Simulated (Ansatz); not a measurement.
GaH6NOSi. Total charge 0; spin multiplicity 1. The bonds changed during the relaxation, so this is another structure than the one it started from. Geometry: relaxed with PBE0-D4/def2-TZVP. It is one conformer, not always the lowest.

```xyz
10

N     0.424   -0.658   -0.917
Si    0.427    0.110    0.759
Ga   -1.446    0.053   -1.852
O    -1.346    0.723   -0.031
H     1.281   -0.415   -1.407
H     0.466   -1.671   -0.825
H     1.783   -0.460    1.152
H    -0.393   -0.525    1.824
H     0.762    1.556    0.852
H    -1.958    1.287    0.446
```

**Question.** What is the dipole moment at r2SCAN/def2-TZVPP? (Estimate.)

**Answer.** The calculation gave: 1.06 D, with components (-0.22, -0.41, -0.95) D in this frame, pointing from negative to positive charge.

**Question.** And with PBE, B3LYP, ωB97M-V? (An estimate is asked.)

**Answer.** Computed: PBE 1.12 D, B3LYP 1.22 D, ωB97M-V 1.22 D.

**Question.** Give the Mulliken charges with r2SCAN, B3LYP, ωB97M-V in def2-TZVPP. (Estimate.)

**Answer.** The calculation gave: 
```tsv
atom	r2SCAN	B3LYP	ωB97M-V
N1	-0.32	-0.32	-0.33
Si2	0.34	0.34	0.22
Ga3	0.22	0.23	0.26
O4	-0.39	-0.39	-0.39
H5	0.15	0.14	0.13
H6	0.15	0.13	0.13
H7	-0.15	-0.14	-0.10
H8	-0.08	-0.08	-0.04
H9	-0.08	-0.08	-0.04
H10	0.17	0.16	0.16
```

B3LYP here is the variant with VWN-RPA as its local correlation; programs differ in this.
